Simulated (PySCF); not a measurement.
# Basis and Hamiltonian dependence of the ionisation energy of Sc

Sc [Ar] 3d1 4s2 (2D) → Sc⁺ [Ar] 3d1 4s1 (3D). Calculated with PySCF 2.14 from differences of total energies of unrestricted determinants, without spin-orbit coupling. Values in eV.

| basis | Hamiltonian | functions | UHF | PBE0 | MP2 (valence) | CCSD(T) (valence) | CCSD(T) (valence and next inner shell) |
| --- | --- | --- | --- | --- | --- | --- | --- |
| def2-SVP | non-relativistic | 31 | 5.371 | n/a | 5.946 | n/a | n/a |
| 6-31G* | non-relativistic | 34 | 5.356 | 6.316 | 5.881 | n/a | n/a |
| cc-pVDZ-DK | spin-free X2C | 43 | 5.397 | 6.375 | 6.051 | n/a | n/a |
| cc-pVDZ | non-relativistic | 43 | 5.369 | n/a | 6.020 | n/a | n/a |
| jorge-DZP-DKH | spin-free X2C | 43 | 5.365 | n/a | 5.981 | n/a | n/a |
| pcseg-2 | non-relativistic | 56 | 5.365 | n/a | 5.993 | n/a | n/a |
| aug-cc-pVDZ | non-relativistic | 59 | 5.368 | 6.345 | 6.025 | 6.336 | n/a |
| cc-pVTZ | non-relativistic | 68 | 5.362 | n/a | 6.064 | n/a | n/a |
| cc-pVTZ-DK | spin-free X2C | 68 | 5.390 | n/a | 6.096 | n/a | n/a |
| x2c-TZVPPall with one added diffuse shell each of s, p, d, f type | spin-free X2C | 80 | 5.394 | 6.388 | 6.101 | 6.385 | 6.549 |
| dyall-av2z | non-relativistic | 101 | 5.366 | 6.359 | 6.041 | 6.337 | n/a |
| aug-cc-pwCVTZ-DK | spin-free X2C | 127 | 5.388 | 6.374 | 6.111 | n/a | n/a |
| aug-cc-pVQZ-DK | spin-free X2C | 140 | 5.388 | 6.374 | 6.121 | n/a | n/a |
| aug-cc-pwCVTZ-DK with one added diffuse shell each of s, p, d, f, g type | spin-free X2C | 152 | 5.388 | 6.374 | 6.111 | n/a | n/a |

Frozen in the all-electron rows: valence: [Ar]; valence and next inner shell: [Ne].

Non-relativistic rows lack the scalar-relativistic shift.

Reference for a calculation without spin-orbit coupling: 6.562 eV (measured, between term centres; NIST).
